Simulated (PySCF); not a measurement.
Isomers of C7H15FSi, mass 146.093 u with the commonest isotopes. Method used: PBE0/pcSseg-1 in PySCF (dipole) on a GFN2-xTB geometry, gas phase. One conformer each, none proved a minimum here; rigid rotors.

**Question.** Order these by dipole moment, largest first.
A. `[CH3:1][CH2:2][C@@:3]([CH3:4])([SiH3:5])[C@@H:6]1[CH2:7][C@@H:8]1[F:9]` with C1–C2–C3–C4 65°, C2–C3–C6–C7 -66°
B. `[CH2:1]=[CH:2][CH2:3][Si:4]([F:5])([CH2:6][CH3:7])[CH2:8][CH3:9]` with C1–C2–C3–Si4 -111°, C2–C3–Si4–F5 178°, C3–Si4–C6–C7 -73°, C3–Si4–C8–C9 -55°
C. `[CH3:1][C:2]1([CH3:3])[CH2:4][C@@H:5]([SiH3:6])[C@:7]1([CH3:8])[F:9]` with C1–C2–C4–C5 -99°, C2–C4–C5–Si6 -139°, C4–C5–C7–C8 -107°, C1–C2–C7–C5 100°

**Answer.** A (2.23 D), B (1.66 D), C (1.51 D).

**Question.** Order these by out-of-plane moment Σ m c² = (Ia + Ib − Ic)/2, smallest first.
A. `[CH3:1][C:2]1([CH3:3])[CH2:4][C@@H:5]([SiH3:6])[C@:7]1([CH3:8])[F:9]` with C1–C2–C4–C5 -99°, C2–C4–C5–Si6 -139°, C4–C5–C7–C8 -107°, C1–C2–C7–C5 100°
B. `[CH3:1][CH2:2][C@@:3]([CH3:4])([SiH3:5])[C@@H:6]1[CH2:7][C@@H:8]1[F:9]` with C1–C2–C3–C4 65°, C2–C3–C6–C7 -66°
C. `[CH2:1]=[CH:2][CH2:3][Si:4]([F:5])([CH2:6][CH3:7])[CH2:8][CH3:9]` with C1–C2–C3–Si4 -111°, C2–C3–Si4–F5 178°, C3–Si4–C6–C7 -73°, C3–Si4–C8–C9 -55°

**Answer.** B (84.90 u·Å²), A (108.02 u·Å²), C (128.02 u·Å²).

**Question.** Order these by rotational constant A, smallest first.
A. `[CH3:1][CH2:2][C@@:3]([CH3:4])([SiH3:5])[C@@H:6]1[CH2:7][C@@H:8]1[F:9]` with C1–C2–C3–C4 65°, C2–C3–C6–C7 -66°
B. `[CH3:1][C:2]1([CH3:3])[CH2:4][C@@H:5]([SiH3:6])[C@:7]1([CH3:8])[F:9]` with C1–C2–C4–C5 -99°, C2–C4–C5–Si6 -139°, C4–C5–C7–C8 -107°, C1–C2–C7–C5 100°
C. `[CH2:1]=[CH:2][CH2:3][Si:4]([F:5])([CH2:6][CH3:7])[CH2:8][CH3:9]` with C1–C2–C3–Si4 -111°, C2–C3–Si4–F5 178°, C3–Si4–C6–C7 -73°, C3–Si4–C8–C9 -55°

**Answer.** C (1401 MHz), A (1714 MHz), B (1982 MHz).

```csv
SMILES,point group,Ia (u·Å²),Ib (u·Å²),Ic (u·Å²),κ,μa (D),μb (D),μc (D)
C=CC[Si](F)(CC)CC,C1,360.62,515.80,620.39,-0.44,0.76,0.05,1.48
CC1(C)C[C@@H]([SiH3])[C@]1(C)F,C1,254.98,509.61,548.57,-0.87,0.36,1.18,0.87
CC[C@@](C)([SiH3])[C@@H]1C[C@@H]1F,C1,294.83,441.01,566.04,-0.38,1.16,1.83,0.51
```
